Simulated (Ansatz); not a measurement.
H6NSi2, SMILES [SiH2]N[SiH3] (connectivity only; charge and spin as stated), charge +1, multiplicity 1.

Geometry optimised at TPSSh-D3(BJ)/def2-SVP. The spin state was assumed, not searched. The isomer is the one that the SMILES or the coordinates give; other isomers of the formula were not compared.

Two levels are set side by side: PBE/def2-SVPD (Ansatz, a quantum-chemistry and plane-wave program) and CAM-B3LYP/def2-SVPD (Ansatz). Energy differences of separate SCF runs at the same geometry; the states with an electron removed or added have multiplicity 2 and 2. Differences are taken from unrounded values.

```tsv
quantity	CAM-B3LYP
vertical ionisation energy (eV)	16.10
vertical electron affinity (eV)	5.83
vertical singlet–triplet gap (eV)	4.37
```

Q: What does PBE give, and how far is it from CAM-B3LYP? (Estimate from the structure and the level; the computed values follow.)

A: 
```tsv
quantity	PBE	PBE minus CAM-B3LYP
vertical ionisation energy (eV)	15.71	-0.39
vertical electron affinity (eV)	5.84	0.02
vertical singlet–triplet gap (eV)	4.17	-0.21
```
